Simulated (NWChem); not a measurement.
System: SeCl2; SMILES [Se](Cl)Cl

```xyz
3

Se     0.0000     0.0000     0.6841
Cl    -1.6848     0.0000    -0.6841
Cl     1.6848     0.0000    -0.6841
```
Atoms are numbered in this order, from 1.

Results from NWChem. Geometry: optimised at PBE0/def2-SVP. Ions are spin-unrestricted doublets at the neutral geometry; other ion states weren't tried.

Q: Predict the results for B3LYP/def2-SVP. Quantities: vertical ionisation energy, ΔSCF (eV); −ε(HOMO) (eV).

A: 
```
Property                               Result
-------------------------------------  ------
vertical ionisation energy, ΔSCF (eV)    9.24
−ε(HOMO) (eV)                            6.59
```
